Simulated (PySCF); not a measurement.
**V+ by CASSCF and spin-orbit coupling**

The free ion V+ in its d4 configuration. Only this configuration is treated; at so low a charge one with s electrons may lie lower or mix in.

Method (PySCF 2.14, density fitting): CASSCF(4,5) with orbitals averaged over all microstates of the shell, strongly contracted NEVPT2 on the averaged canonical orbitals; basis x2c-TZVPall; spin-free X2C; gas phase; spin-orbit coupling by state interaction with the mean-field operator over all roots.

## Spin-free states

| 2S+1 | deg. | free-ion term | CASSCF / cm⁻¹ | NEVPT2 / cm⁻¹ |
| --- | --- | --- | --- | --- |
| 5 | 5 | 5D 1.00 | 0 | 0 |
| 3 | 3 | 3P 1.00 | 16988 | 14015 |
| 3 | 11 | 3H 1.00 | 15263 | 14130 |
| 3 | 7 | 3F 1.00 | 17548 | 15005 |
| 3 | 9 | 3G 1.00 | 19378 | 16928 |
| 1 | 9 | 1G 1.00 | 24097 | 20435 |
| 3 | 5 | 3D 1.00 | 25137 | 21059 |
| 1 | 13 | 1I 1.00 | 22895 | 21223 |
| 1 | 1 | 1S 1.00 | 28146 | 22357 |
| 1 | 5 | 1D 1.00 | 30285 | 25951 |
| 1 | 7 | 1F 1.00 | 35238 | 30112 |
| 3 | 7 | 3F 1.00 | 41706 | 35302 |
| 3 | 3 | 3P 1.00 | 42266 | 35634 |
| 1 | 9 | 1G 1.00 | 47128 | 40491 |
| 1 | 5 | 1D 1.00 | 63981 | 53336 |
| 1 | 1 | 1S 1.00 | 82730 | 68164 |

Energies are counted from the ground state at NEVPT2 level. Weights follow the labels.

## Ligand-field fit

```tsv
cm⁻¹	CASSCF	NEVPT2
B	823	670
C	2993	2650
```

Spin-orbit constant ζ = 142 cm⁻¹.

## Spin-orbit levels

| E / cm⁻¹ | deg. | J | make-up |
| --- | --- | --- | --- |
| 0.0 | 1 | 0 | 1.00 5D |
| 37.3 | 3 | 1 | 1.00 5D |
| 110.9 | 5 | 2 | 1.00 5D |
| 218.8 | 7 | 3 | 1.00 5D |
| 358.7 | 9 | 4 | 1.00 5D |
| 13802.9 | 1 | 0 | 1.00 3P |
| 14028.9 | 3 | 1 | 1.00 3P |
| 14248.6 | 9 | 4 | 1.00 3H |
| 14327.4 | 11 | 5 | 1.00 3H |
| 14418.4 | 13 | 6 | 1.00 3H |

Only the lowest levels are listed: 62 of 210 states.

## Magnetism

The lowest spin-orbit level is 1-fold with J = 0; the next lies at 37.3 cm⁻¹. μeff is 4.69 μB at 300 K and 1.51 μB at 10 K; the free-ion value g_J√(J(J+1)) for the Hund's-rule level J = 0 is 0.00 μB.

```csv
T / K,χT / cm³ K mol⁻¹,μeff / μB
2,0.056,0.67
5,0.140,1.06
10,0.284,1.51
20,0.560,2.12
30,0.754,2.46
50,1.029,2.87
75,1.313,3.24
100,1.573,3.55
150,2.013,4.01
200,2.341,4.33
250,2.579,4.54
300,2.754,4.69
```

Powder magnetisation at 2 K: 0.03 μB at 0.5 T, 0.05 μB at 1 T, 0.10 μB at 2 T, 0.15 μB at 3 T, 0.25 μB at 5 T, 0.34 μB at 7 T.

The job took 8.9 s on one thread of Arm Neoverse N1 (shared host), with 48 basis functions, launched as `OMP_NUM_THREADS=1 python lf_run.py task.json out`.
